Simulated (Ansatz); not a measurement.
`c1cc2sc(-c3cc4sc(-c5cc6sc(-c7cc8sc(-c9cc%10sc(-c%11cc%12sccc%12s%11)cc%10s9)cc8s7)cc6s5)cc4s3)cc2s1` with charge +1. The state is a doublet with charge 1. Geometry PBE-D4/def2-SVP, that of the neutral singlet; atoms count from 1.

```xyz
62

C   -10.087   10.809    9.345
C   -10.408   10.204    8.144
C    -9.333    9.393    7.682
S    -9.054    8.385    6.291
C    -7.438    7.952    6.869
C    -6.602    7.061    6.102
C    -5.256    6.753    6.317
C    -4.772    5.830    5.362
S    -3.241    5.057    5.064
C    -3.893    4.202    3.658
C    -3.057    3.313    2.892
C    -3.412    2.553    1.773
C    -2.322    1.797    1.287
S    -2.088    0.680   -0.028
C    -0.388    0.445    0.412
C     0.445   -0.444   -0.355
C     1.790   -0.763   -0.139
C     2.272   -1.677   -1.102
S     3.799   -2.460   -1.404
C     3.139   -3.308   -2.811
C     3.964   -4.200   -3.585
C     3.600   -4.924   -4.725
C     4.674   -5.698   -5.219
S     4.890   -6.787   -6.560
C     6.580   -7.072   -6.115
C     7.385   -7.962   -6.913
C     7.030   -8.638   -8.081
C     8.101   -9.421   -8.580
S     8.331  -10.471   -9.952
C     9.978  -10.795   -9.473
C    10.352  -10.138   -8.315
C     9.278   -9.354   -7.807
S     9.054   -8.306   -6.435
C     6.944   -6.353   -4.974
C     5.869   -5.581   -4.474
S     5.650   -4.492   -3.134
C     1.794   -2.989   -3.026
C     1.315   -2.073   -2.063
S    -0.212   -1.291   -1.764
C    -0.033    1.206    1.531
C    -1.123    1.962    2.017
S    -1.357    3.079    3.332
C    -5.240    4.511    3.442
C    -5.727    5.425    4.403
S    -7.260    6.193    4.707
C    -7.138    8.575    8.082
C    -8.208    9.388    8.533
S    -8.490   10.403    9.921
H   -10.711   11.488    9.940
H   -11.369   10.341    7.631
H    -4.662    7.196    7.125
H    -4.420    2.556    1.341
H     2.381   -0.345    0.685
H     2.598   -4.881   -5.169
H     6.037   -8.555   -8.543
H    10.589  -11.469  -10.087
H    11.349  -10.222   -7.864
H     7.952   -6.392   -4.540
H     1.201   -3.410   -3.846
H     0.976    1.203    1.963
H    -5.829    4.086    2.619
H    -6.190    8.427    8.613
```

Single mean-field runs in def2-SVP are fitted with def2-universal-jkfit.

Q: Estimate the Mulliken populations of the heavy atoms from the PBE0/def2-SVP orbitals of Ansatz.

A: 
```
atom  charge (e)  spin (α − β)
  C1       -0.11          0.06
  C2        0.01         -0.03
  C3       -0.07          0.05
  S4        0.17         -0.01
  C5       -0.12         -0.02
  C6       -0.09          0.09
  C7       -0.01         -0.02
  C8       -0.05          0.07
  S9        0.18         -0.02
 C10       -0.11          0.01
 C11       -0.09          0.08
 C12        0.00          0.01
 C13       -0.05          0.06
 S14        0.19         -0.02
 C15       -0.10          0.05
 C16       -0.10          0.05
 C17        0.00          0.04
 C18       -0.06          0.04
 S19        0.19         -0.02
 C20       -0.09          0.08
 C21       -0.11          0.01
 C22        0.00          0.06
 C23       -0.06          0.01
 S24        0.18         -0.02
 C25       -0.08          0.09
 C26       -0.11         -0.02
 C27       -0.01          0.06
 C28       -0.09         -0.01
 S29        0.16          0.00
 C30       -0.11          0.06
 C31        0.01         -0.03
 C32       -0.07          0.05
 S33        0.17          0.00
 C34       -0.02         -0.02
 C35       -0.05          0.07
 S36        0.19         -0.02
 C37       -0.01          0.01
 C38       -0.05          0.06
 S39        0.19         -0.02
 C40        0.00          0.03
 C41       -0.06          0.04
 S42        0.19         -0.02
 C43        0.00          0.06
 C44       -0.06          0.01
 S45        0.19         -0.02
 C46        0.01          0.07
 C47       -0.10         -0.01
 S48        0.16          0.00
```
Mulliken values depend strongly on the basis.

Q: Where does the spin sit?

A: Summed by element: C 1.18, S -0.16, H -0.02, of 1 unpaired in all. Largest on single atoms: C6 0.09, C25 0.09, C20 0.08.

Q: And the Mayer bond orders between heavy atoms (over 0.3, the first 40 of 59)?

A: C1–C2 1.55 (1.38 Å); C1–S48 1.16 (1.75 Å); C2–C3 1.28 (1.42 Å); C3–S4 1.09 (1.74 Å); C3–C47 1.37 (1.41 Å); S4–C5 1.09 (1.77 Å); C5–C6 1.20 (1.44 Å); C5–C46 1.48 (1.40 Å); C6–C7 1.46 (1.40 Å); C6–S45 1.10 (1.77 Å); C7–C8 1.33 (1.41 Å); C8–S9 1.09 (1.74 Å); C8–C44 1.34 (1.41 Å); S9–C10 1.09 (1.77 Å); C10–C11 1.24 (1.44 Å); C10–C43 1.44 (1.40 Å); C11–C12 1.43 (1.40 Å); C11–S42 1.09 (1.77 Å); C12–C13 1.36 (1.41 Å); C13–S14 1.08 (1.74 Å); C13–C41 1.33 (1.41 Å); S14–C15 1.09 (1.77 Å); C15–C16 1.25 (1.44 Å); C15–C40 1.43 (1.40 Å); C16–C17 1.43 (1.40 Å); C16–S39 1.09 (1.77 Å); C17–C18 1.36 (1.41 Å); C18–S19 1.08 (1.74 Å); C18–C38 1.33 (1.41 Å); S19–C20 1.09 (1.77 Å); C20–C21 1.24 (1.44 Å); C20–C37 1.43 (1.40 Å); C21–C22 1.44 (1.40 Å); C21–S36 1.09 (1.77 Å); C22–C23 1.35 (1.41 Å); C23–S24 1.07 (1.74 Å); C23–C35 1.34 (1.41 Å); S24–C25 1.11 (1.77 Å); C25–C26 1.24 (1.44 Å); C25–C34 1.44 (1.40 Å).
